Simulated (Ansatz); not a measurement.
Relaxation of FGaH4O (7 atoms, charge 0, multiplicity 1), to a largest force component of 0.03 eV/Å in at most 50 steps.

All numbers below come from RKS B3LYP/def2-SVP in Ansatz.

```xyz
7
Properties=species:S:1:pos:R:3:forces:R:3
Ga 0.045 0.389 -0.523 0.00 -1.15 -0.16
O -0.024 -0.014 2.424 0.09 0.72 -0.59
H -0.938 -0.119 2.725 -0.01 0.02 -0.02
H 1.475 -0.117 -0.891 0.00 0.01 0.00
H -1.386 -0.123 -0.887 -0.01 -0.01 0.00
F 0.023 1.908 0.326 0.00 1.07 0.64
H 0.044 0.949 2.216 -0.07 -0.66 0.13
```

**Question.** Where does it end, and by what steps?

**Answer.** The forces met the threshold. After 7 steps the energy has fallen by 0.438 eV; O2 moved furthest, 0.46 Å. Joined: Ga1–O2 (2.97 → 2.16 Å).

| step | energy less start (eV) | largest force component (eV/Å) | accepted |
| --- | --- | --- | --- |
| 0 | 0.0000 | 1.145 | yes |
| 1 | -0.1511 | 0.985 | yes |
| 2 | -0.3378 | 1.100 | yes |
| 3 | -0.4058 | 0.996 | yes |
| 4 | -0.4327 | 0.337 | yes |
| 5 | -0.4377 | 0.086 | yes |
| 6 | -0.4384 | 0.036 | yes |
| 7 | -0.4385 | 0.014 | yes |

```xyz
7
Properties=species:S:1:pos:R:3
Ga 0.021 0.330 -0.175
O -0.001 0.044 1.969
H -0.852 -0.242 2.332
H 1.423 -0.190 -0.626
H -1.424 -0.140 -0.572
F 0.052 2.051 0.396
H 0.021 1.020 2.067
```

Run time: 22 s on 1 thread of Arm Neoverse V2 (shared host), peak memory 0.15 GiB.
